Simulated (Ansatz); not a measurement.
Cost and result for the atomization energy of C2H6AlNS (11 atoms, 11 bonds).

Cartesian coordinates in Å:
```
C -0.027 -0.428 -1.754
C -0.249 -0.007 -0.358
N -0.635 -0.786 0.597
Al -0.372 0.963 1.338
S 1.440 1.310 2.545
H -0.661 0.167 -2.417
H -0.227 -1.494 -1.917
H 1.004 -0.203 -2.042
H -0.818 -1.780 0.447
H -1.655 1.791 1.735
H 2.200 0.468 1.827
```

Total charge 0; spin multiplicity 1. The bonds changed during the relaxation, so this is another structure than the one it started from. The geometry is a stationary point of PBE0-D4/def2-TZVP. It is one conformer, not always the lowest. Program: Ansatz. All runs use 4 threads of an Arm Neoverse V2 on a shared host. Times are those of one run each, without the atoms' runs, and a repeat can differ threefold. Electronic energies, without spin–orbit coupling; frozen cores. CCSD(T)/CBS adds CCSD(T) − MP2 in def2-TZVPP to the MP2 limit, and its time is that of the two runs behind it. T1 = 0.013. B3LYP takes the VWN-RPA correlation (the form of Gaussian; ORCA's B3LYP/G).

CCSD(T)/CBS is a level of theory with its own doubt, some kJ/mol a heavy atom from the limit and from the frozen cores, so smaller differences don't rank the functionals.

```json
{"level": "PBE-D4/def2-TZVPP (with forces)", "functions": "261", "wall time": "2.5 s"}
{"level": "PBE0-D4/def2-TZVPP", "functions": "261", "wall time": "3.2 s"}
{"level": "r2SCAN-D4/def2-TZVPP (with forces)", "functions": "261", "wall time": "4.6 s"}
{"level": "B3LYP-D4/def2-TZVPP (with forces)", "functions": "261", "wall time": "4.8 s"}
{"level": "B2PLYP/def2-TZVPP", "functions": "261", "wall time": "6 s"}
{"level": "ωB97X-V/def2-TZVPP", "functions": "261", "wall time": "8 s"}
{"level": "ωB97M-V/def2-TZVPP (with forces)", "functions": "261", "wall time": "12 s"}
{"level": "MP2/def2-QZVPP", "functions": "491", "wall time": "19 s"}
{"level": "CCSD(T)/def2-TZVPP", "functions": "261", "wall time": "120 s"}
{"level": "CCSD(T)/CBS(def2)", "functions": "–", "wall time": "2.3 min"}
```

(1) What atomization energy does each give, and how far from CCSD(T)/CBS? (Estimate.)

## Answers

(1) Ansatz gave: 
| level | atomization (kcal/mol) | difference from CCSD(T)/CBS | per bond |
| --- | --- | --- | --- |
| PBE-D4/def2-TZVPP (with forces) | 966.8 | 20.2 | 1.8 |
| PBE0-D4/def2-TZVPP | 949.7 | 3.1 | 0.3 |
| r2SCAN-D4/def2-TZVPP (with forces) | 950.1 | 3.5 | 0.3 |
| B3LYP-D4/def2-TZVPP (with forces) | 946.8 | 0.2 | 0.0 |
| B2PLYP/def2-TZVPP | 935.5 | -11.1 | -1.0 |
| ωB97X-V/def2-TZVPP | 952.2 | 5.6 | 0.5 |
| ωB97M-V/def2-TZVPP (with forces) | 952.6 | 6.0 | 0.5 |
| MP2/def2-QZVPP | 948.5 | 1.9 | 0.2 |
| CCSD(T)/def2-TZVPP | 919.5 | -27.1 | -2.5 |
| CCSD(T)/CBS(def2) | 946.6 | 0.0 | 0.0 |

In def2-TZVPP, CCSD(T) changes the Hartree–Fock value by +241.9 kcal/mol (the triples alone add +15.6 kcal/mol) and MP2 by +254.8 kcal/mol; breaking electron pairs costs correlation energy, which Hartree–Fock lacks. From PBE to PBE0 (25 % exact exchange), in def2-TZVPP and without D4, the atomization energy moves by −16.2 kcal/mol: exact exchange takes away binding that semilocal exchange gives to molecules. The D4 term adds +8.9 kcal/mol with B3LYP and +4.7 kcal/mol with PBE0; it sums over pairs of atoms, weighted by their polarisabilities, and B3LYP, whose exchange is more repulsive, gets the larger term.
